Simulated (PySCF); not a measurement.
PySCF input for HNP, SMILES [NH+]#P, charge +1, PBE/pcSseg-2. The structure is a stationary point at ωB97X-D3(BJ)/def2-TZVPD. The isomer is the one that the SMILES or the coordinates give; other isomers of the formula were not compared.

```python
import numpy as np
from pyscf import gto, scf, dft
from pyscf.prop.nmr import rks as nmr

mol = gto.M(
    atom='''
    N     0.00000000    0.00000000    0.89997287
    P     0.00000000    0.00000000   -0.54760469
    H     0.00000000    0.00000000    1.91426023
    ''',
    basis='pcSseg-2',
    charge=1,
    spin=0,
    max_memory=1600,
    verbose=3,
)
mf = dft.RKS(mol, xc='pbe')
mf.grids.level = 3
mf.conv_tol = 1e-10
mf.max_cycle = 100
mf.kernel()
n = nmr.NMR(mf)
n.verbose = 2
n.max_cycle_cphf = 60
sigma = n.kernel()
print('atom   isotropic/ppm   span/ppm')
for i, s in enumerate(sigma):
    w = np.linalg.eigvalsh((s + s.T) / 2)
    print(f'{mol.atom_symbol(i):2s}{i + 1:3d} {w.mean():14.3f} {w[2] - w[0]:11.3f}')
```

It prints:

```
converged SCF energy = -396.202384342825
atom   isotropic/ppm   span/ppm
N   1         -0.741     519.527
P   2        299.786     994.375
H   3         26.497      21.349
```

The calculation finished and met its thresholds.
